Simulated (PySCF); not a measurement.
Two-component Hartree-Fock for Cl⁺ (chlorine, charge +1)

Start: [Ne] 3s2 3p4; 3p1/2 filled at m_j = -1/2, +1/2; 3p3/2 filled at m_j = +1/2, +3/2. Calculated with PySCF 2.14 in x2c-TZVPall-2c with one added diffuse shell each of s, p type (6s7p2d1f, 44 functions): generalised Hartree-Fock with the X2C-1e Hamiltonian and a Gaussian nucleus; one run each with spin-orbit coupling (SO) switched off, then screened by Boettger's factors.

```json
{"spinor shell": "1s1/2", "electrons": "2", "ε, spin-free (eV)": "-2877.1", "ε, screened SO (eV)": "-2877.1", "weight of nominal j (screened SO)": "1.000", "rms radius, screened SO (bohr)": "0.105"}
{"spinor shell": "2s1/2", "electrons": "2", "ε, spin-free (eV)": "-303.19", "ε, screened SO (eV)": "-303.17", "weight of nominal j (screened SO)": "1.000", "rms radius, screened SO (bohr)": "0.478"}
{"spinor shell": "2p1/2", "electrons": "2", "ε, spin-free (eV)": "-232.38", "ε, screened SO (eV)": "-233.88", "weight of nominal j (screened SO)": "0.938", "rms radius, screened SO (bohr)": "0.449"}
{"spinor shell": "3s1/2", "electrons": "2", "ε, spin-free (eV)": "-40.221", "ε, screened SO (eV)": "-40.214", "weight of nominal j (screened SO)": "0.999", "rms radius, screened SO (bohr)": "1.62"}
{"spinor shell": "3p3/2", "electrons": "2", "ε, spin-free (eV)": "-25.586", "ε, screened SO (eV)": "-26.493", "weight of nominal j (screened SO)": "0.831", "rms radius, screened SO (bohr)": "1.84"}
{"spinor shell": "3p1/2", "electrons": "2", "ε, spin-free (eV)": "-25.586", "ε, screened SO (eV)": "-24.690", "weight of nominal j (screened SO)": "0.684", "rms radius, screened SO (bohr)": "1.87"}
```

(1) Where does 2p3/2 lie, and what is the 2p spin-orbit splitting (screened SO)?

```
   quantity   spin-free  screened SO
E (hartree)  -460.45062   -460.45337
        M_J           2            2
       ⟨J²⟩       6.013        6.015
       ⟨L²⟩       2.009        2.017
       ⟨S²⟩       2.004        2.000
```

Each row is a mean over spinors that exchange with the open shell spreads, by up to 6.975 eV (3s1/2).

Rows whose weight is well below 1 are mixtures of j = l ± 1/2: exchange outweighs spin-orbit coupling there, and the label is only the starting occupation.

Without spin-orbit coupling the j labels of p, d and f shells carry no meaning; the spin-free column gives the mean over the occupied spinors of each nl shell.

Results:

(1) At -231.60 eV, 2.272 eV above 2p1/2.
